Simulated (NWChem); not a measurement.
System: CH3F3Sn; SMILES F[C](F)(F)[SnH3]

def2 effective core potentials on Sn; no spin-orbit coupling.

Problem. Give the equilibrium geometry at PBE0/def2-SVP with def2 effective core potentials on Sn (NWChem) as an XYZ file, with the point group.

Solution. point group C3v; any orientation.
```
8

Sn     0.0000     0.0000     0.9686
C      0.0000     0.0000    -1.2347
F      0.8681     0.8923    -1.7307
F     -1.2068     0.3056    -1.7307
F      0.3387    -1.1979    -1.7307
H      1.5778    -0.4053     1.4752
H     -1.1399    -1.1638     1.4752
H     -0.4379     1.5691     1.4752
```
